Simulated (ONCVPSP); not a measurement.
## What one change does to a pseudopotential (iron (Fe), ONCV)

iron (Fe), optimised norm-conserving Vanderbilt (ONCV), made with ONCVPSP 4.0.1 (BLYP, scalar-relativistic). Core [Ne], reference 3s2 3p6 3d6 4s2. Waves: 3s+4s: rc 1.30 bohr, ncon 4, nbas 7, qcut 8.9 1/bohr, 2 projectors; 3p: rc 1.05 bohr, ncon 4, nbas 8, qcut 13 1/bohr, 2 projectors, debl 0.8 Ha; 3d: rc 1.05 bohr, ncon 3, nbas 7, qcut 12.3 1/bohr, 3 projectors, debl 2.8 Ha. Local part: polynomial inside 0.90 bohr (lpopt 5, dvloc0 0 Ha). Core correction: none.

In the p channel the program set the typed energies aside and used -2.199, 0.250 Ha.

Change: all radii scaled by about 1.18 (s 1.54, p 1.24, d 1.24 bohr); local potential polynomial inside 1.06 bohr (lpopt 5, dvloc0 0 Ha).

Cutoffs: the cutoffs (Ha) at which the residual kinetic energy of the hardest occupied pseudo-wave falls to 1 and 0.1 mHa per electron; they do not see the model core or the augmentation charge, which bear on the density cutoff. Errors are all-electron minus pseudo energies relative to the spin-unpolarised reference configuration.

Question: How do hardness, ghosts and transferability respond?

Answer: The potential gets softer (65 Ha and 75 Ha → 58 Ha and 65 Ha); of the 4 tests that both files solve, the error grows in 1 and shrinks in 1 by more than 15 % and 0.3 meV (median size 0.6 → 0.8 meV); neither file shows a bound ghost. A larger radius leaves more room for a smooth pseudo-wave, so fewer plane waves are needed.

| quantity | base | changed |
| --- | --- | --- |
| cutoff, loose | 65 Ha | 58 Ha |
| cutoff, tight | 75 Ha | 65 Ha |
| loose cutoff by channel | s 29 Ha, p 32 Ha, d 65 Ha | s 19 Ha, p 35 Ha, d 58 Ha |
| bound ghosts | none | none |
| GHOST(+) flags under 300 eV | none | none |
| error for 3s2 3p6 3d6 4s1, meV [ΔE 8.73 eV] | -0.2 | 0.0 |
| error for 3s2 3p6 3d6 4s0, meV [ΔE 25.11 eV] | +1.0 | +1.7 |
| error for 3s2 3p6 3d5 4s0, meV [ΔE 59.34 eV] | -5.3 | +1.5 |
| error for 3s2 3p6 3d6 4s1 4p1, meV [ΔE 4.12 eV] | -0.1 | -0.1 |
